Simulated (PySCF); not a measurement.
Magnetisability: SMILES CN=[P@@]1(CCC(F)(F)F)C[C@@H]1[SiH3], C6H13F3NPSi

Geometry:
```tsv
atom	x (Å)	y (Å)	z (Å)
C1	-1.234	-3.144	0.357
N2	-0.281	-2.121	-0.007
P3	-0.590	-0.637	-0.393
C4	1.010	0.145	-0.777
C5	1.900	0.042	0.456
C6	3.265	0.644	0.197
F7	3.192	1.950	-0.117
F8	4.072	0.557	1.264
F9	3.908	0.051	-0.819
C10	-1.932	0.202	-1.300
C11	-1.801	0.592	0.215
Si12	-1.502	2.399	0.664
H13	-0.666	-4.071	0.446
H14	-1.713	-2.945	1.320
H15	-2.016	-3.292	-0.392
H16	0.851	1.183	-1.071
H17	1.454	-0.406	-1.609
H18	2.025	-1.008	0.726
H19	1.453	0.574	1.299
H20	-1.700	0.985	-2.008
H21	-2.824	-0.349	-1.575
H22	-2.575	0.125	0.823
H23	-0.618	3.012	-0.331
H24	-2.797	3.078	0.650
H25	-0.890	2.455	1.992
```

Method used: GIAO PBE/pcSseg-1 magnetisability, rotational g tensor and spin-rotation constants, non-relativistic, gas phase (PySCF). Geometry: GFN2-xTB.

How diamagnetic is it, and how anisotropic?

Isotropic -2034 × 10⁻³⁰ J/T², or -122.5 × 10⁻⁶ cm³/mol; principal values -2183, -1987, -1932 × 10⁻³⁰ J/T², anisotropy 229 × 10⁻³⁰ J/T² (root of half the summed squared differences of the principal values). The susceptibility is in cgs units.

Split it along the inertial axes a, b, c into diamagnetic and paramagnetic parts about the centre of mass, with the quadrupole moment.


| axis | χ (10⁻⁶ cm³/mol) | diamagnetic (10⁻⁶ cm³/mol) | paramagnetic (10⁻⁶ cm³/mol) | summed x² of all electrons (Å²) | quadrupole Θ (D Å) |
| --- | --- | --- | --- | --- | --- |
| a | -120.8 | -1574.9 | 1454.2 | 593.4 | -0.92 |
| b | -126.5 | -2859.2 | 2732.7 | 290.7 | -2.89 |
| c | -120.2 | -3750.8 | 3630.7 | 80.5 | +3.81 |

Anisotropies 2χaa − χbb − χcc = +5.2 and 2χbb − χaa − χcc = -12.1 × 10⁻⁶ cm³/mol. Θ is traceless in Buckingham's convention.

And the rotational g tensor?


```csv
axis,rotational constant (GHz),g,nuclear part,electronic part
a,0.8562,-0.0145,0.5705,-0.5849
b,0.4134,-0.0056,0.5251,-0.5308
c,0.3162,-0.0059,0.5334,-0.5393
```
Asymmetric top; isotopes 12C, 19F, 1H, 14N, 31P, 28Si; no vibrational averaging.
